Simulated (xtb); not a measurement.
Si(Br)(SiH3) (BrH₃Si₂), SMILES [SiH3][Si]Br (connectivity only; charge and spin as stated), neutral, multiplicity 1. All values are semi-empirical tight-binding results from xtb (GFN2-xTB unless named), good for trends rather than for accurate numbers. Geometry optimised at GFN2-xTB.

Question: Estimate the properties. (Estimate from the structure and the level; the computed values follow.)

Answer: 
The point group as xtb finds it comes out as Cs, the orbital gap is 1.65 eV and the zero-point energy comes out as 15.2 kcal/mol. The G − E(el) at 298.15 K (modified RRHO) comes out as -4.3 kcal/mol. The static polarisability (D4 model) comes out as 83.2 bohr³. The solvation energy, GFN2-xTB/ALPB(water) is -0.5 kcal/mol and the solvation energy, GFN2-xTB/ALPB(chcl3) is -4.4 kcal/mol.
